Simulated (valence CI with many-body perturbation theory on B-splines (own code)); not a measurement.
Ge+: electric-dipole lines

Computed by configuration interaction combined with many-body perturbation theory (CI+MBPT): three valence electrons over a frozen Dirac-Fock core [Ar] 3d10, radial functions for each j: 11 s, 11 p, 10 d, 8 f, 5 g, 2 h, with the one-electron correlation potential Σ1, the two-electron term Σ2, the three-electron term Σ3, Breit, model QED; selected CI, second order for the rest (own B-spline code, finite nucleus).

Set against measurement, 19 paired levels are off by 286 cm⁻¹ on average, the worst by 493. These come from a selection out of the NIST Handbook of Basic Atomic Spectroscopic Data. Levels without a partner in it may be off by more.

Lines 51 to 100 of 229 in falling wavelength, among levels below 118305 cm⁻¹, chosen from the strongest by gf and those to the six lowest levels. Wavelengths and rates use the calculated energies, so an error of 300 cm⁻¹ moves a line at 854.9 nm by 2.6 % and its rate by three times that or more. Electric multipoles are in the length gauge, E1 and E2 with the static RPA response of the core. Weak lines are less certain than strong ones. Lines between different terms over intervals too small for the method are left out, as are lines whose strength nearly cancels. The highest levels of a list are the least certain.

Names give the largest LS component (configuration and term), which can be under half, so a name can repeat, a term be missing and a line seem to break the LS rules; names also repeat where a configuration has a term twice.

```tsv
λ vac (nm)	λ from measured levels	Upper	Lower	A (s⁻¹)	log gf	Branch %
967.3		4s2.5g 2G_9/2	4s2.4f 2F°_7/2	6.88e+07	0.98	100.0
965.0		4s2.5f 2F°_7/2	4s2.5d 2D_5/2	4.17e+07	0.67	31.1
964.9		4s2.5f 2F°_5/2	4s2.5d 2D_5/2	2.78e+06	-0.63	2.1
961.1		4s2.5f 2F°_5/2	4s2.5d 2D_3/2	3.90e+07	0.51	29.0
927.6		4s2.7p 2P°_1/2	4s2.5d 2D_3/2	1.16e+06	-1.52	5.4
924.8		4s2.7p 2P°_3/2	4s2.5d 2D_5/2	9.07e+05	-1.33	4.2
921.2		4s2.7p 2P°_3/2	4s2.5d 2D_3/2	9.62e+04	-2.31	0.4
854.9	858.4	4s.4p2 2P_1/2	4s2.5p 2P°_3/2	2.33e+04	-3.29	0.0
829.7	832.7	4s.4p2 2P_1/2	4s2.5p 2P°_1/2	3.68e+04	-3.12	0.0
780.9	783.9	4s.4p2 2P_3/2	4s2.5p 2P°_3/2	2.40e+03	-4.06	0.0
759.8	762.4	4s.4p2 2P_3/2	4s2.5p 2P°_1/2	8.60e+04	-2.53	0.0
744.5		4s2.8s 2S_1/2	4s2.6p 2P°_3/2	9.52e+06	-0.80	7.0
736.6		4s2.8s 2S_1/2	4s2.6p 2P°_1/2	4.90e+06	-1.10	3.6
704.7	714.7	4s2.5p 2P°_1/2	4s.4p2 2D_3/2	1.77e+07	-0.58	19.3
695.6	705.1	4s2.5p 2P°_3/2	4s.4p2 2D_5/2	1.66e+07	-0.32	17.1
687.4	696.8	4s2.5p 2P°_3/2	4s.4p2 2D_3/2	1.87e+06	-1.28	1.9
677.4		4s2.7d 2D_3/2	4s2.6p 2P°_3/2	2.42e+06	-1.18	1.1
676.8		4s2.7d 2D_5/2	4s2.6p 2P°_3/2	1.45e+07	-0.22	7.1
670.8		4s2.7d 2D_3/2	4s2.6p 2P°_1/2	1.23e+07	-0.48	5.8
658.9	648.6	4s2.6s 2S_1/2	4s2.5p 2P°_3/2	8.01e+07	0.02	16.8
656.2		4s2.6p 2P°_1/2	4s.4p2 2S_1/2	3.34e+04	-3.37	0.1
650.1		4s2.6p 2P°_3/2	4s.4p2 2S_1/2	2.39e+04	-3.22	0.1
645.7		4s2.7d 2D_3/2	4s2.4f 2F°_5/2	2.95e+05	-2.13	0.1
645.3		4s2.7d 2D_5/2	4s2.4f 2F°_5/2	1.35e+04	-3.30	0.0
645.3		4s2.7d 2D_5/2	4s2.4f 2F°_7/2	2.70e+05	-1.99	0.1
643.8	633.8	4s2.6s 2S_1/2	4s2.5p 2P°_1/2	4.08e+07	-0.29	8.6
634.0		4s2.6g 2G_7/2	4s2.4f 2F°_5/2	2.18e+07	0.02	55.8
634.0		4s2.6g 2G_9/2	4s2.4f 2F°_7/2	2.26e+07	0.13	57.9
634.0		4s2.6g 2G_7/2	4s2.4f 2F°_7/2	8.08e+05	-1.41	2.1
633.8		4s2.6f 2F°_7/2	4s2.5d 2D_5/2	1.89e+07	-0.04	25.6
633.7		4s2.6f 2F°_5/2	4s2.5d 2D_5/2	1.26e+06	-1.34	1.7
632.1		4s2.6f 2F°_5/2	4s2.5d 2D_3/2	1.78e+07	-0.19	24.1
619.3		4s2.8p 2P°_1/2	4s2.5d 2D_3/2	6.80e+05	-2.11	3.9
619.2		4s2.8p 2P°_3/2	4s2.5d 2D_5/2	5.31e+05	-1.91	3.2
617.6		4s2.8p 2P°_3/2	4s2.5d 2D_3/2	5.70e+04	-2.88	0.3
614.9		4s2.7p 2P°_1/2	4s2.6s 2S_1/2	5.09e+05	-2.24	2.4
612.1		4s2.7p 2P°_3/2	4s2.6s 2S_1/2	7.20e+05	-1.79	3.4
606.2	602.3	4s2.5p 2P°_1/2	4s2.5s 2S_1/2	7.43e+07	-0.09	80.7
593.4	589.5	4s2.5p 2P°_3/2	4s2.5s 2S_1/2	7.88e+07	0.22	80.9
576.9		4s2.9s 2S_1/2	4s2.6p 2P°_3/2	5.17e+06	-1.29	6.5
572.1		4s2.9s 2S_1/2	4s2.6p 2P°_1/2	2.66e+06	-1.58	3.3
547.7		4s2.5f 2F°_5/2	4s.4p2 2P_3/2	9.69e+03	-3.58	0.0
536.6		4s2.7p 2P°_1/2	4s.4p2 2P_3/2	1.47e+03	-4.90	0.0
534.5		4s2.7p 2P°_3/2	4s.4p2 2P_3/2	3.05e+04	-3.28	0.1
519.2	518.0	4s2.4f 2F°_7/2	4s2.4d 2D_5/2	1.12e+08	0.56	42.3
519.2	518.0	4s2.4f 2F°_5/2	4s2.4d 2D_5/2	7.50e+06	-0.74	2.8
514.5	513.3	4s2.4f 2F°_5/2	4s2.4d 2D_3/2	1.07e+08	0.41	40.2
506.5		4s2.7p 2P°_1/2	4s.4p2 2P_1/2	8.46e+02	-5.19	0.0
504.6		4s2.7p 2P°_3/2	4s.4p2 2P_1/2	3.43e+04	-3.28	0.2
500.4		4s2.6p 2P°_3/2	4s2.4d 2D_5/2	7.55e+06	-0.95	21.8
```

How does gf follow from A for the line at 736.6 nm?

gf = 1.4992 × (2J+1)_upper × A / σ², with σ = 13576 cm⁻¹ and 2J+1 = 2: gf = 0.0797.
